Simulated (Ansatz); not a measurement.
Input:

```yaml
crystal:
  periodic: [false, false, false]
  atoms:
    - { symbol: C, position_ang: [0.1181, -2.0633, -0.2603] }
    - { symbol: B, position_ang: [-0.6427, -1.0586, 0.7739] }
    - { symbol: O, position_ang: [-1.4058, 0.1273, 0.3044] }
    - { symbol: Si, position_ang: [-0.1913, 1.4528, 0.4047] }
    - { symbol: "N", position_ang: [0.9587, 1.2923, -0.9104] }
    - { symbol: Cl, position_ang: [-1.318, 3.2525, 0.1705] }
    - { symbol: H, position_ang: [-0.3501, -3.0293, -0.1993] }
    - { symbol: H, position_ang: [-0.0294, -1.608, -1.3073] }
    - { symbol: H, position_ang: [1.1576, -2.0592, -0.0012] }
    - { symbol: H, position_ang: [-0.6327, -1.3373, 1.9461] }
    - { symbol: H, position_ang: [0.3991, 1.4663, 1.7385] }
    - { symbol: H, position_ang: [1.89747, 1.15692, -0.4181] }
    - { symbol: H, position_ang: [0.71081, 0.38055, -1.41394] }
basis:
  gaussian: { orbitals: STO-3G }
hamiltonian:
  xc: hf
relax:
  f_tol: 0.015
  max_steps: 40
```

Run as:

```bash
$ ansatz run input.yaml --threads 1 --pin off --max-ram 2048MiB --backend cpu --events-out ev --progress --plain --runs-dir out
```

Hardware: 1 thread of Arm Neoverse V2, on a shared host.

Q: Roughly how long does this run take, and how much memory?

A: 76 s, with a peak of 0.19 GiB, for 33 ionic steps.
